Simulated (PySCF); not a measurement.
B3H5N3, SMILES B1N[B]NBN1 (connectivity only; charge and spin as stated), charge +1, multiplicity 1.

Geometry optimised at B3LYP-D3(BJ)/def2-SVP. The spin state was assumed, not searched. The isomer is the one that the SMILES or the coordinates give; other isomers of the formula were not compared.

All values below come from r2SCAN/def2-TZVP in PySCF.

Symmetry labels are those of the subgroup C2v that the program uses (full group C2v).

Computed valence orbital energies around the gap with their symmetry:
```tsv
orbital	symmetry	energy (eV)
HOMO−7	B2	-19.00
HOMO−6	B2	-16.87
HOMO−5	A1	-16.78
HOMO−4	B1	-15.75
HOMO−3	A1	-14.53
HOMO−2	B2	-13.72
HOMO−1	A2	-13.43
HOMO	B1	-12.99
LUMO	A1	-8.00
LUMO+1	A2	-5.98
LUMO+2	B1	-5.57
LUMO+3	A1	-4.20
```
